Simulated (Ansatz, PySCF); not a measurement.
Complex: H2S (SMILES S) (first 3 atoms) with CHN (SMILES C#N); geometry from B3LYP-D3(BJ)/def2-TZVP, rigid monomers moved along the line of their centres of mass till H2···N5 is 2.14 Å.
(charge 0, multiplicity 1):
```xyz
6

S      0.21905     0.02307    -0.80221
H      0.31104    -0.04992     0.53738
H     -0.01055    -1.29400    -0.92292
C      0.56160    -0.10400     3.80914
N      0.46038    -0.15867     2.66972
H      0.65555    -0.05340     4.87083
```

Quantity: the interaction energy.

Monomers are frozen at their geometry in the pair; levels with a basis set take the counterpoise correction.

Frozen-core correlation. CBS: X⁻³ extrapolation of the correlation energy, Hartree–Fock from the larger set.

The values were computed with Ansatz (Gaussian orbitals); PySCF for the dispersion terms. Values without a source in brackets are computed.

Costs are ratios of core time to PBE/def2-TZVPPD (roughly 4 s), for whole runs (searches for the state included, and forces where a run took them) on one shared machine, so rough; each difference counts from -7.5 kJ/mol (CCSD(T)/CBS(aug-cc-pV(D+d)Z, aug-cc-pV(T+d)Z), a level with limits of its own).

A star marks coupled-cluster runs past 200 virtual orbitals, where the program's memory plan changes under this machine's limit, so their costs aren't comparable with smaller runs.

| level | basis functions | cost |
|---|---|---|
| PBE/def2-TZVPPD | 176 | ×1 |
| PBE-D3(BJ)/def2-TZVPPD | 176 | ×1 |
| PBE0/def2-TZVPPD | 176 | ×1 |
| PBE0-D3(BJ)/def2-TZVPPD | 176 | ×1 |
| B3LYP/def2-TZVPPD | 176 | ×1 |
| B3LYP-D3(BJ)/def2-TZVPPD | 176 | ×1 |
| r2SCAN/def2-TZVPPD | 176 | ×2 |
| r2SCAN-D3(BJ)/def2-TZVPPD | 176 | ×2 |
| wB97X-V/def2-TZVPPD | 176 | ×4 |
| CCSD(T)/aug-cc-pV(D+d)Z | 105 | ×4 |
| wB97M-V/def2-TZVPPD | 176 | ×4 |
| CCSD(T)/aug-cc-pV(T+d)Z | 216 | ×40* |

Each difference (kJ/mol): PBE/def2-TZVPPD 0.6; PBE-D3(BJ)/def2-TZVPPD -2.0; PBE0/def2-TZVPPD 1.2; PBE0-D3(BJ)/def2-TZVPPD -1.3; B3LYP/def2-TZVPPD 3.8; B3LYP-D3(BJ)/def2-TZVPPD -0.3; r2SCAN/def2-TZVPPD 1.7; r2SCAN-D3(BJ)/def2-TZVPPD 0.7; wB97X-V/def2-TZVPPD 0.7; CCSD(T)/aug-cc-pV(D+d)Z 2.4; wB97M-V/def2-TZVPPD 1.2; CCSD(T)/aug-cc-pV(T+d)Z 0.7.

Ansatz is an electronic-structure program.
